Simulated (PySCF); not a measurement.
**NMR data sheet: tetramethoxysilane**

```
Formula                 : C4H12O4Si
SMILES                  : CO[Si](OC)(OC)OC
Degrees of unsaturation : 0
Carbon signals          : 1
Proton signals          : 1
```

Mapped SMILES: `[CH3:1][O:2][Si:3]([O:4][CH3:5])([O:6][CH3:7])[O:8][CH3:9]`. Each H is labelled by its parent atom.

All values are calculated (PySCF 2.14.0 with density-fitted response routines): shielding tensors at PBE0/pcSseg-1 (GIAO), GFN2-xTB structure. Isolated molecule, a single conformation, averaged over atoms made equivalent by symmetry, fast rotation or ring inversion, relativity neglected.

References, each an isolated molecule treated in the same way: 1H (31.72 ppm) and 13C (186.93 ppm) and 29Si (349.16 ppm) vs TMS; 17O (336.08 ppm) against H2O.

```tsv
carbon	δC, type	δH (multiplicity)	HMBC from (2–3 bonds)	span of the C tensor (ppm)
C1/C5/C7/C9	53.8, CH3	3.79 (s)	–	79
```

Other nuclei:
| atoms | nucleus | environment | δ (ppm) | σ (ppm) |
| --- | --- | --- | --- | --- |
| Si3 | 29Si | silicon bonded to 4 O | -89.0 | 438.1 |
| O2/O4/O6/O8 | 17O | oxygen bonded to C, Si | 17.0 | 319.1 |

1. Carbon types of the structure: 4 × CH3, which accounts for all hydrogens.
2. δC 53.8: methyl carbon bonded to O; the inductive effect lowers its shielding.
3. δH 3.79: hydrogen on a methyl carbon bonded to O; its carbon carries O, an electronegative neighbour.

Shifts are as computed. Against solution values, carbons near 30 ppm lie about +3 ppm off and those near 130 ppm about +5 ppm. Of 1211 compounds with measured shifts, 218 miss one by over three times the rms of a fit or turn the order of signals round; such compounds aren't used in these exercises. Experimental scales use liquid or dissolved standards, which lie at an offset from isolated H2O (liquid H2O: subtract about 36 ppm).
